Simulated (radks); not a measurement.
All-electron atom: Cs9+ in [Ar] 3d10 4s2 4p5.5 4d10 5p0.5 (fractional occupations, a model configuration). Method: Dirac Kohn-Sham, exchange-only PBE, spin-unpolarised, spherical densities, finite nucleus; open shells fill j = l - 1/2 first; Fermi nuclear charge, rms radius 4.8041 fm; computed with a radial shooting solver on a logarithmic mesh with Libxc functionals.

Unscreened Slater integrals over Kohn-Sham orbitals (hartree). Large and small components are both included. Empty in this configuration: 5p3/2.

F0(5p1/2,5p1/2): 0.56724
F0(5p1/2,4d5/2): 0.68823
G3(5p1/2,4d5/2): 0.072471
F0(5p1/2,4d3/2): 0.68951
G1(5p1/2,4d3/2): 0.072522
F0(5p1/2,4p3/2): 0.69867
G2(5p1/2,4p3/2): 0.058549
F0(5p1/2,5p3/2): 0.55948
G2(5p1/2,5p3/2): 0.30376
F0(4d5/2,4d5/2): 1.1103
F2(4d5/2,4d5/2): 0.56787
F4(4d5/2,4d5/2): 0.38024
F0(4d5/2,4d3/2): 1.1163
F2(4d5/2,4d3/2): 0.57062
G2(4d5/2,4d3/2): 0.56992
G4(4d5/2,4d3/2): 0.38162
F0(4d5/2,4p3/2): 1.1596
F2(4d5/2,4p3/2): 0.59677
G1(4d5/2,4p3/2): 0.75887
G3(4d5/2,4p3/2): 0.47474
F0(4d5/2,5p3/2): 0.67302
F2(4d5/2,5p3/2): 0.22139
G1(4d5/2,5p3/2): 0.067486
G3(4d5/2,5p3/2): 0.067006
F0(4d3/2,4d3/2): 1.1224
F2(4d3/2,4d3/2): 0.57357
F0(4d3/2,4p3/2): 1.1664
F2(4d3/2,4p3/2): 0.60077
G1(4d3/2,4p3/2): 0.76333
G3(4d3/2,4p3/2): 0.47792
F0(4d3/2,5p3/2): 0.67425
F2(4d3/2,5p3/2): 0.21951
G1(4d3/2,5p3/2): 0.066143
G3(4d3/2,5p3/2): 0.065859
F0(4p3/2,4p3/2): 1.2172
F2(4p3/2,4p3/2): 0.64024
F0(4p3/2,5p3/2): 0.68301
F2(4p3/2,5p3/2): 0.20536
G0(4p3/2,5p3/2): 0.043773
G2(4p3/2,5p3/2): 0.057501
F0(5p3/2,5p3/2): 0.55219
F2(5p3/2,5p3/2): 0.30124
